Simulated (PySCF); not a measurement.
**Assignment exercise: C₇H₁₅OP**

Geometry:
| atom | x (Å) | y (Å) | z (Å) |
| --- | --- | --- | --- |
| C1 | -2.295 | 0.286 | -0.279 |
| C2 | -0.852 | 0.266 | 0.229 |
| C3 | -0.207 | 1.628 | -0.064 |
| C4 | 1.132 | 1.819 | 0.633 |
| P5 | 2.317 | 0.547 | 0.090 |
| O6 | 3.611 | 0.535 | 0.777 |
| C7 | 1.344 | -0.986 | 0.229 |
| C8 | -0.045 | -0.884 | -0.401 |
| C9 | -0.746 | -2.235 | -0.251 |
| H10 | -2.317 | 0.319 | -1.366 |
| H11 | -2.843 | -0.590 | 0.056 |
| H12 | -2.812 | 1.165 | 0.099 |
| H13 | -0.871 | 0.119 | 1.315 |
| H14 | -0.069 | 1.731 | -1.143 |
| H15 | -0.890 | 2.420 | 0.256 |
| H16 | 1.553 | 2.807 | 0.432 |
| H17 | 1.038 | 1.717 | 1.719 |
| H18 | 2.405 | 0.759 | -1.288 |
| H19 | 1.274 | -1.206 | 1.300 |
| H20 | 1.925 | -1.793 | -0.228 |
| H21 | 0.073 | -0.672 | -1.470 |
| H22 | -0.086 | -3.035 | -0.580 |
| H23 | -1.004 | -2.415 | 0.791 |
| H24 | -1.651 | -2.282 | -0.849 |

Computed data (PySCF): shielding tensors at PBE0/pcSseg-1 (GIAO), structure optimised with GFN2-xTB. Single conformer, rapidly exchanging positions averaged, non-relativistic, no solvent model.

Referencing at the same level of theory: 13C, 1H against TMS.

**Question.** Assign these signals to the numbered atoms. 13C{1H} NMR (computed): δ 42.7, 41.8, 37.7, 34.2, 33.9, 25.0, 22.5.

**Answer.** 
42.7 → C2, sp3 CH in a ring: a saturated carbon with 3 carbon neighbours and no heteroatom attached
41.8 → C7, sp3 CH2 bonded to P
37.7 → C8, sp3 CH in a ring: a saturated carbon with 3 carbon neighbours and no heteroatom attached
34.2 → C3, sp3 CH2 in a ring: a saturated carbon with 2 carbon neighbours and no heteroatom attached
33.9 → C4, sp3 CH2 bonded to P
25.0 → C9, methyl carbon: saturated and bonded to C and H only
22.5 → C1, methyl carbon

C2 and C7; C3 and C4 lie closer than the usual error of such a calculation, so a measured spectrum could show them in the other order.

**Question.** Assign these signals to the numbered atoms. 1H NMR (600 MHz, computed): δ 7.17 (m, 1H), 2.12 (m, 1H), 1.99 (m, 1H), 1.73 (m, 1H), 1.70 (m, 1H), 1.42 (m, 1H), 1.04 (m, 1H), 1.01 (m, 3H), 0.94 (d, 3H), 0.88 (m, 1H), 0.66 (m, 1H).

**Answer.** 
| δ (ppm) | atoms | environment | reason |
| --- | --- | --- | --- |
| 7.17 | H18 | hydrogen on a phosphorus bonded to 2 C, O, in a 6-membered ring | – |
| 2.12 | H16 | hydrogen on an sp3 CH2 bonded to P | – |
| 1.99 | H20 | hydrogen on an sp3 CH2 bonded to P | – |
| 1.73 | H15 | hydrogen on an sp3 CH2 in a ring | – |
| 1.70 | H17 | hydrogen on an sp3 CH2 bonded to P | – |
| 1.42 | H19 | hydrogen on an sp3 CH2 bonded to P | – |
| 1.04 | H14 | hydrogen on an sp3 CH2 in a ring | – |
| 1.01 | H22/H23/H24 | hydrogen on a methyl carbon | far from electronegative atoms and π systems |
| 0.94 | H10/H11/H12 | hydrogen on a methyl carbon | – |
| 0.88 | H21 | hydrogen on an sp3 CH in a ring | – |
| 0.66 | H13 | hydrogen on an sp3 CH in a ring | far from electronegative atoms and π systems |

H15 and H17; H14 and H22/H23/H24; H22/H23/H24 and H10/H11/H12; H10/H11/H12 and H21 lie closer than the usual error of such a calculation, so a measured spectrum could show them in the other order.

Splittings by 31P in the carbon and heteronuclear signals aren't shown, as no couplings were computed. Shifts are as computed. Against solution values, carbons near 30 ppm lie about +3 ppm off and those near 130 ppm about +5 ppm. Of 1211 compounds with measured shifts, 218 miss one by over three times the rms of a fit or turn the order of signals round; such compounds aren't used in these exercises. Multiplicities follow the n + 1 count of equivalent neighbours, as no J values were calculated; m marks all less simple cases, F and P coupling included.
